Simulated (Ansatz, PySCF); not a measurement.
Spin gap between two states, R1 and P1; the higher of the two is an excited state, each structure at its B3LYP-D3(BJ)/def2-SVP stationary point, reached from a drawn start (curvature not checked).
R1, C8H8 (SMILES C1=C\C=C/C=C\C=C/1) (charge 0, multiplicity 1):
| atom | x (Å) | y (Å) | z (Å) |
|---|---|---|---|
| C | 1.8440 | -0.0345 | 0.0000 |
| C | 1.2795 | 1.3282 | 0.0000 |
| C | 0.0345 | 1.8440 | 0.0000 |
| C | -1.3282 | 1.2795 | 0.0000 |
| C | -1.8440 | 0.0345 | 0.0000 |
| C | -1.2795 | -1.3282 | 0.0000 |
| C | -0.0345 | -1.8440 | 0.0000 |
| C | 1.3282 | -1.2795 | 0.0000 |
| H | 2.9389 | -0.0115 | 0.0000 |
| H | 2.0700 | 2.0863 | 0.0000 |
| H | 0.0115 | 2.9389 | 0.0000 |
| H | -2.0863 | 2.0700 | 0.0000 |
| H | -2.9389 | 0.0115 | 0.0000 |
| H | -2.0700 | -2.0863 | 0.0000 |
| H | -0.0115 | -2.9389 | 0.0000 |
| H | 2.0863 | -2.0700 | 0.0000 |
P1, C8H8 (SMILES C1=C\C=C/C=C\C=C/1) (charge 0, multiplicity 3):
```xyz
16

C      1.8371     0.0000     0.0000
C      1.2990     1.2990     0.0000
C      0.0000     1.8371     0.0000
C     -1.2990     1.2990     0.0000
C     -1.8371     0.0000     0.0000
C     -1.2990    -1.2990     0.0000
C      0.0000    -1.8371     0.0000
C      1.2990    -1.2990     0.0000
H      2.9320     0.0000     0.0000
H      2.0733     2.0733     0.0000
H      0.0000     2.9320     0.0000
H     -2.0733     2.0733     0.0000
H     -2.9320     0.0000     0.0000
H     -2.0733    -2.0733     0.0000
H      0.0000    -2.9320     0.0000
H      2.0733    -2.0733     0.0000
```

P less R. No zero-point or thermal terms; singlets are restricted closed shells; open shells are unrestricted.

Frozen-core correlation throughout.

The values were computed with Ansatz (Gaussian orbitals); PySCF for the D3/D4 terms. No computed number here is a measurement.

Total energies in hartree:

```csv
structure,PBE/def2-TZVPP,B3LYP-D3(BJ)/def2-TZVPP,CCSD(T)/cc-pVDZ
R1,-309.267353,-309.716036,-308.683472
P1,-309.263542,-309.708787,-308.663538
```

Problem. Work out the spin gap at each level in kcal/mol (1 hartree = 627.50947 kcal/mol), and say how far PBE/def2-TZVPP lies from CCSD(T)/cc-pVDZ.

Solution. 
- PBE/def2-TZVPP: (-309.263542) − (-309.267353) = 0.003811 hartree = 2.39 kcal/mol
- B3LYP-D3(BJ)/def2-TZVPP: (-309.708787) − (-309.716036) = 0.007249 hartree = 4.55 kcal/mol
- CCSD(T)/cc-pVDZ: (-308.663538) − (-308.683472) = 0.019934 hartree = 12.51 kcal/mol
PBE/def2-TZVPP less CCSD(T)/cc-pVDZ: -10.12 kcal/mol. CCSD(T)/cc-pVDZ is the level counted from, the highest shown, and no exact or measured value.

Ansatz is a quantum-chemistry and plane-wave program.
